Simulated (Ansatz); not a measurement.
Input for Ansatz (a program for electronic structure): R-RI-MP2/def2-QZVPP on H4InNO (SMILES [NH2][InH][OH]), a point of a torsion scan. Elements past Kr take the def2 small-core potentials; no spin–orbit coupling. Files ending in .json are basis or fitting sets from the Basis Set Exchange. The run froze 11 orbitals, filled d shells among them.

Ansatz 0.2 input:
```yaml
crystal:
  periodic: [false, false, false]
  atoms:
    - {symbol: N, position_ang: [1.46452464, -0.58982385, -0.06655852]}
    - {symbol: In, position_ang: [-0.31945306, 0.39920801, 0.06452640]}
    - {symbol: O, position_ang: [-1.58628846, -0.59062140, 1.14833566]}
    - {symbol: H, position_ang: [1.83442055, -0.69995315, 0.87485530]}
    - {symbol: H, position_ang: [2.16737614, -0.06957108, -0.58629440]}
    - {symbol: H, position_ang: [-0.85822847, 1.82023621, -0.71863007]}
    - {symbol: H, position_ang: [-2.47819472, -0.26635282, 1.26006389]}
basis:
  gaussian:
    orbitals: def2-QZVPP.json
    fitting: {mean_field: def2-universal-JKFIT, correlation: def2-QZVPP-RIFIT.json}
magnetization: {spin_polarized: false}
correlation: {method: mp2, electrons: outside_noble_gas}
scf: {lower_state_search: off}
```

### Question
What total energy does the run end on?

### Answer
-321.5106 hartree.

### Question
How many basis functions does it have, and what does it roughly cost on one machine?

### Answer
316 functions; about 6 core-seconds (a rough figure).
